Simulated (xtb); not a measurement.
(E)-2-chloro-1,3,3-trifluoroprop-1-ene (C3H2ClF3), SMILES C(/C(Cl)=C\F)(F)F. All values are semi-empirical tight-binding results from xtb (GFN2-xTB unless named), good for trends rather than for accurate numbers. The structure is a stationary point at GFN2-xTB. One conformer was computed; it need not be the lowest.

Optimised geometry:

Bonds (Å): F1–C2 1.325, C2–C3 1.330, C2–H8 1.081, C3–Cl4 1.716, C3–C5 1.512, C5–F6 1.352, C5–F7 1.352, C5–H9 1.101. Angles (°): F1–C2–C3 122.2, F1–C2–H8 113.3, C3–C2–H8 124.6, C2–C3–Cl4 120.1, C2–C3–C5 124.1, Cl4–C3–C5 115.9, C3–C5–F6 110.9, C3–C5–F7 110.9, C3–C5–H9 112.0, F6–C5–F7 106.4, F6–C5–H9 108.2, F7–C5–H9 108.2.
Charge 0, spin multiplicity 1.

```
Item                                            Result
---------------------------------------  -------------
point group as xtb finds it                         Cs
orbital gap                                    4.32 eV
dipole moment                                   3.02 D
zero-point energy                        28.8 kcal/mol
G − E(el) at 298.15 K (modified RRHO)     8.4 kcal/mol
static polarisability (D4 model)            54.5 bohr³
solvation energy, GFN2-xTB/ALPB(water)   -2.5 kcal/mol
solvation energy, GFN2-xTB/ALPB(ch2cl2)  -4.1 kcal/mol
```

Q: Give the atomic charges and the Wiberg bond orders between heavy atoms. (The exact figures need the calculation; the answer reports its results.)

A: charges (e) F1 -0.16, C2 0.13, C3 0.05, Cl4 -0.11, C5 0.31, F6 -0.20, F7 -0.20, H8 0.10, H9 0.08. Bond orders F1–C2 1.02, C2–C3 1.79, C3–Cl4 1.01, C3–C5 0.97, C5–F6 0.96, C5–F7 0.96.
